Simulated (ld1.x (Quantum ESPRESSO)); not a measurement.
Reading a pseudo-wave (P)

Columns: radius, all-electron u(r) and pseudo u(r) of the 3p shell (level -5.55 eV) of phosphorus in the configuration [Ne] 3s2 3p3; PW91, scalar-relativistic, TM scheme, ld1.x (Quantum ESPRESSO) 7.5.

```csv
r (bohr),all-electron,pseudo
0.088,0.1107,-0.0041
0.175,0.2391,-0.0161
0.262,0.2953,-0.0359
0.350,0.2823,-0.0633
0.438,0.2210,-0.0976
0.525,0.1333,-0.1376
0.612,0.0332,-0.1827
0.700,-0.0707,-0.2327
0.788,-0.1708,-0.2856
0.875,-0.2624,-0.3395
0.962,-0.3448,-0.3935
1.050,-0.4180,-0.4466
1.138,-0.4812,-0.4965
1.225,-0.5339,-0.5413
1.312,-0.5774,-0.5804
1.400,-0.6125,-0.6135
1.487,-0.6390,-0.6393
1.575,-0.6585,-0.6585
1.662,-0.6712,-0.6712
1.750,-0.6782,-0.6782
1.838,-0.6802,-0.6802
1.925,-0.6779,-0.6779
2.012,-0.6720,-0.6720
2.100,-0.6630,-0.6630
2.188,-0.6515,-0.6515
2.275,-0.6380,-0.6380
```

Task: How many radial nodes do the two functions have?

Result: The all-electron 3p function has n − l − 1 = 1; the pseudo-wave has 0, since the states of the same l below it are removed with the core.

Task: At about which radius was the pseudo-wave matched?

Result: 1.75 bohr. The columns agree to 0.0005 from 1.49 bohr on; several derivatives are matched, so the curves merge somewhat inside the radius.

Task: Where does each function peak?

Result: Outermost all-electron maximum near 1.84 bohr, pseudo maximum near 1.84 bohr (to the table’s step).

Task: Is the pseudo-wave norm-conserving?

Result: Yes: the TM scheme keeps the norm inside the radius equal to the all-electron one, which fixes the energy derivative of the logarithmic derivative at the level.
